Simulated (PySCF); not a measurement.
BiF₃, singlet, geometry from GFN2-xTB (such geometries of metal compounds can be far from the true shape) (core potentials on Bi); CAMB3LYP/def2-SVP in PySCF.

Here is a job for PySCF.
```python
from pyscf import gto, scf, dft

mol = gto.M(
    atom='''
Bi    0.002834   -0.004030    0.273107
F    -1.352636   -1.009807   -0.840693
F    -0.221867    1.687162   -0.812624
F     1.548371   -0.640186   -0.865338
''',
    basis='def2-svp',
    ecp={'Bi': 'def2-svp'},
    charge=0,
    spin=0,
    verbose=4,
)

mf = dft.RKS(mol)
mf.xc = 'camb3lyp'
mf.kernel()
```

What the program printed (banner, timings and long lists left out):

```
PySCF version 2.14.0

[INPUT] verbose = 4
[INPUT] num. atoms = 4
[INPUT] num. electrons = 50
[INPUT] charge = 0
[INPUT] spin (= nelec alpha-beta = 2S) = 0
[INPUT] symmetry False subgroup None
[INPUT] Mole.unit = angstrom
[INPUT] Symbol           X                Y                Z      unit          X                Y                Z       unit  Magmom
[INPUT]  1 Bi     0.002834000000  -0.004030000000   0.273107000000 AA    0.005355483837  -0.007615596282   0.516097432702 Bohr   0.0
[INPUT]  2 F     -1.352636000000  -1.009807000000  -0.840693000000 AA   -2.556111586227  -1.908258668669  -1.588679524839 Bohr   0.0
[INPUT]  3 F     -0.221867000000   1.687162000000  -0.812624000000 AA   -0.419267866079   3.188274107773  -1.535636802249 Bohr   0.0
[INPUT]  4 F      1.548371000000  -0.640186000000  -0.865338000000 AA    2.925997129219  -1.209776208781  -1.635251825179 Bohr   0.0

nuclear repulsion = 206.471865242966
number of shells = 28
number of NR pGTOs = 133
number of NR cGTOs = 68
basis = def2-svp
ecp = {'Bi': 'def2-svp'}

******** <class 'pyscf.dft.rks.RKS'> ********
method = RKS
initial guess = minao
damping factor = 0
level_shift factor = 0
DIIS = <class 'pyscf.scf.diis.CDIIS'>
diis_start_cycle = 1
diis_space = 8
diis_damp = 0
SCF conv_tol = 1e-09
SCF conv_tol_grad = None
SCF max_cycles = 50
direct_scf = True
direct_scf_tol = 1e-13
XC library pyscf.dft.libxc version 7.1.2
    S. Lehtola, C. Steigemann, M. J. T. Oliveira, and M. A. L. Marques,  SoftwareX 7, 1–5 (2018)
XC functionals = camb3lyp
    T. Yanai, D. P. Tew, and N. C. Handy,  Chem. Phys. Lett. 393, 51 (2004)
radial grids:
    Treutler-Ahlrichs [JCP 102, 346 (1995); DOI:10.1063/1.469408] (M4) radial grids

becke partition: Becke, JCP 88, 2547 (1988); DOI:10.1063/1.454033
pruning grids: <function nwchem_prune>
grids dens level: 3
symmetrized grids: False
atomic radii adjust function: <function treutler_atomic_radii_adjust>
small_rho_cutoff = 0
Set gradient conv threshold to 3.16228e-05
Initial guess from minao.
tot grids = 66232
init E= -486.974569965452
  HOMO = -0.932830426409166  LUMO = -0.668816408081199  gap/eV = 7.18419
cycle= 1 E= -513.470529418894  delta_E= -26.5  |g|= 1.43  |ddm|= 12.8
  HOMO = -0.304228134691694  LUMO = 0.0582951827629254  gap/eV = 9.86476
cycle= 2 E= -513.809789927404  delta_E= -0.339  |g|= 0.663  |ddm|= 3.72
  HOMO = -0.404095526044472  LUMO = -0.0274597150571565  gap/eV = 10.24878
cycle= 3 E= -513.881933148043  delta_E= -0.0721  |g|= 0.0248  |ddm|= 0.949
  HOMO = -0.408246655960877  LUMO = -0.0287040872480606  gap/eV = 10.32788
cycle= 4 E= -513.882041389836  delta_E= -0.000108  |g|= 0.021  |ddm|= 0.0504
  HOMO = -0.407068173454732  LUMO = -0.0290773704860674  gap/eV = 10.28565
cycle= 5 E= -513.882110470328  delta_E= -6.91e-05  |g|= 0.00598  |ddm|= 0.0181
  HOMO = -0.407709802106577  LUMO = -0.029183812930923  gap/eV = 10.30022
cycle= 6 E= -513.882118181256  delta_E= -7.71e-06  |g|= 0.000573  |ddm|= 0.0054
  HOMO = -0.407765175879469  LUMO = -0.0292358979128653  gap/eV = 10.30031
cycle= 7 E= -513.882118425325  delta_E= -2.44e-07  |g|= 9.2e-05  |ddm|= 0.00168
  HOMO = -0.407765060884735  LUMO = -0.0292389312882386  gap/eV = 10.30022
cycle= 8 E= -513.882118433618  delta_E= -8.29e-09  |g|= 1.82e-05  |ddm|= 0.000278
  HOMO = -0.407765527606717  LUMO = -0.0292386135426254  gap/eV = 10.30024
cycle= 9 E= -513.882118433848  delta_E= -2.3e-10  |g|= 7.58e-06  |ddm|= 4.61e-05
  HOMO = -0.407765876847542  LUMO = -0.0292385905714777  gap/eV = 10.30025
Extra cycle  E= -513.88211843384  delta_E= 8.19e-12  |g|= 1.11e-05  |ddm|= 1.34e-05
converged SCF energy = -513.88211843384
```
